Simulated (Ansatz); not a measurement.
Cost and result for the atomization energy of CH₆BNSi, SMILES `[SiH3]B1CN1` (10 atoms, 10 bonds).

```xyz
10

Si   -1.126    0.855   -1.153
B     0.114   -0.013    0.135
C     0.867   -1.247    0.761
N     0.956    0.148    1.170
H    -0.638    0.635   -2.542
H    -2.478    0.243   -1.040
H    -1.255    2.320   -0.928
H     0.362   -1.928    1.443
H     1.745   -1.674    0.279
H     1.453    0.661    1.874
```

Total charge 0; spin multiplicity 1. The structure was optimised at the PBE0-D4/def2-TZVP level. Program: Ansatz. All runs use 2 threads of an Arm Neoverse V1 on a shared host. Times are those of one run each, without the atoms' runs, and a repeat can differ threefold. Electronic energies, without spin–orbit coupling; frozen cores. CCSD(T)/CBS adds CCSD(T) − MP2 in def2-TZVPP to the MP2 limit, and its time is that of the two runs behind it. T1 = 0.014.

CCSD(T)/CBS is a level of theory with its own doubt, some kJ/mol a heavy atom from the limit and from the frozen cores, so smaller differences don't rank the functionals.

```
                             level  functions  wall time  atomization (kJ/mol)  difference from CCSD(T)/CBS  per bond
            LDA (SPW92)/def2-TZVPP        219      1.9 s                3988.9                        508.0      50.8
   PBE-D4/def2-TZVPP (with forces)        219      3.2 s                3566.9                         86.0       8.6
                PBE0-D4/def2-TZVPP        219      3.3 s                3512.6                         31.7       3.2
                  CCSD(T)/def2-SVP         90      3.4 s                3302.5                       -178.4     -17.8
               BHLYP-D4/def2-TZVPP        219      3.5 s                3420.7                        -60.2      -6.0
r2SCAN-D4/def2-TZVPP (with forces)        219        6 s                3506.2                         25.3       2.5
                 B2PLYP/def2-TZVPP        219        6 s                3464.1                        -16.8      -1.7
               PBE-QIDH/def2-TZVPP        219      6.5 s                3474.2                         -6.7      -0.7
                ωB97X-V/def2-TZVPP        219       10 s                3520.7                         39.8       4.0
                 B97M-V/def2-TZVPP        219       12 s                3517.8                         36.9       3.7
                    MP2/def2-QZVPP        421       25 s                3480.2                         -0.7      -0.1
                CCSD(T)/def2-TZVPP        219       88 s                3388.3                        -92.6      -9.3
                 CCSD(T)/CBS(def2)          –      110 s                3480.9                          0.0       0.0
```

In def2-TZVPP, CCSD(T) changes the Hartree–Fock value by +849.6 kJ/mol (the triples alone add +49.5 kJ/mol) and MP2 by +886.5 kJ/mol; breaking electron pairs costs correlation energy, which Hartree–Fock lacks. At CCSD(T), def2-SVP lies −178.4 kJ/mol from the extrapolated value and def2-TZVPP −92.6 kJ/mol: correlation converges slowly with the basis, and small sets miss more of it in the bonded molecule than in its fragments. From PBE to PBE0 (25 % exact exchange), in def2-TZVPP and without D4, the atomization energy moves by −51.8 kJ/mol: exact exchange takes away binding that semilocal exchange gives to molecules.
